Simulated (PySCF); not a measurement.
## Radial density of Ti (titanium, neutral)

UHF, [Ar] 3d3 4s1, high-spin 5F determinant (an excited configuration). Computed with PySCF 2.14 in x2c-QZVPPall with one added diffuse shell each of s, p, d, f, g type (12s8p6d4f3g, 121 functions), with scalar relativity by spin-free X2C-1e.

```
r (bohr)  4πr²ρ (e/bohr)  4πr²(ρα − ρβ)
 0.00112          0.1419         0.0000
 0.00189          0.3692         0.0001
 0.00318          0.9400         0.0002
 0.00534           2.311         0.0004
 0.00899           5.355         0.0009
  0.0151           11.20         0.0018
  0.0254           19.66         0.0027
  0.0428           25.94         0.0015
  0.0719           23.07        -0.0053
   0.121           19.74        -0.0091
   0.203           27.50         0.0429
   0.342           19.43         0.2891
   0.576           7.870         0.9615
   0.968           10.21         1.5868
    1.63           3.746         1.2908
    2.74          0.8275         0.7348
    4.61          0.2615         0.2614
    7.75         0.02163         0.0216
    13.0       0.0001369         0.0001
```

Densities and radii are taken from the X2C orbitals without a picture-change correction, which distorts them close to the nucleus.

Task: Where is the radial spin density 4πr²(ρα − ρβ) most negative, and why is it negative at all?

Result: Around r = 0.121 bohr, down to -0.0091 e/bohr: exchange with the open shell polarises the paired shells in an unrestricted calculation.
